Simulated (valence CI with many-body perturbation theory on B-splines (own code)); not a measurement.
Values are calculated unless marked as measured or tabulated.
## Lu LI: what the settings do

Level of theory: valence CI with perturbative core correlation (CI+MBPT): three valence electrons over a frozen Dirac-Fock core [Ar], radial functions for each j: 6 s, 6 p, 5 d, 5 f, 1 g, with the one-electron correlation potential Σ1 (screened to all orders), the two-electron term Σ2, the three-electron term Σ3, Breit, model QED; selected single and double excitations, second order for the rest, scaled by the run's own slope (own B-spline code, finite nucleus).

No measured spectrum was set against this ion. As an estimate, large intervals hold to a few tenths of a per cent, small ones and those within an open d or f shell to about a per cent. Only levels of the ground parity were solved; by the run's estimate the other parity begins above the list, which can be wrong where configurations are misplaced.

The reference run has the lowest level (3d3/2^3) J=3/2 and an ionisation energy of 4532.95 eV. Its largest variational space holds 2196 state functions.

Levels are named by their leading jj configuration (3d3/2^4 stands for four electrons in 3d with j = 3/2), which in mixed levels can hold well under half, so a name can repeat and another be missing. Letters in brackets count levels of one name in rising energy.

Changed runs:
A. Breit term on → off
B. correlating orbitals by l 3 3 3 3 1 → 4 4 3 0 0
C. QED terms on → off; scale of Σ1 1 → 0; scale of Σ2 1 → 0; three-electron term on → off
D. closed core [Ar] → [Ar] 3d1 (bad on purpose)

Excitation energies of the reference run in cm⁻¹, and shifts in cm⁻¹:

| Level | Reference | A | B | C |
| --- | --- | --- | --- | --- |
| (3d3/2^2 3d5/2) J=5/2 [a] | 425825 | +13145 | -736 | -7061 |
| (3d3/2^2 3d5/2) J=3/2 | 475279 | +10880 | -184 | -4504 |
| (3d3/2^2 3d5/2) J=7/2 | 502623 | +20325 | -267 | -5564 |
| (3d3/2^2 3d5/2) J=9/2 | 503853 | +23691 | -230 | -6653 |
| (3d3/2^2 3d5/2) J=1/2 | 515984 | +12680 | +162 | -2676 |
| (3d3/2^2 3d5/2) J=5/2 [b] | 691120 | +12838 | +1261 | -14 |
| (3d3/2 3d5/2^2) J=7/2 [a] | 919891 | +27476 | -684 | -11932 |
| (3d3/2 3d5/2^2) J=9/2 | 954346 | +33907 | -574 | -12605 |
| (3d3/2 3d5/2^2) J=3/2 [a] | 994206 | +22241 | +43 | -7247 |
| (3d3/2 3d5/2^2) J=1/2 | 1016700 | +24171 | +309 | -7430 |
| (3d3/2 3d5/2^2) J=11/2 | 1028420 | +39482 | -68 | -12363 |
| (3d3/2 3d5/2^2) J=5/2 [a] | 1031550 | +24157 | +277 | -5328 |
| Ionisation energy (eV) | 4532.95 | +4.06 | -0.24 | -8.96 |

Run D: It gave no result: the perturbation theory needs a core of closed shells. The program said: "the core must hold closed shells only".
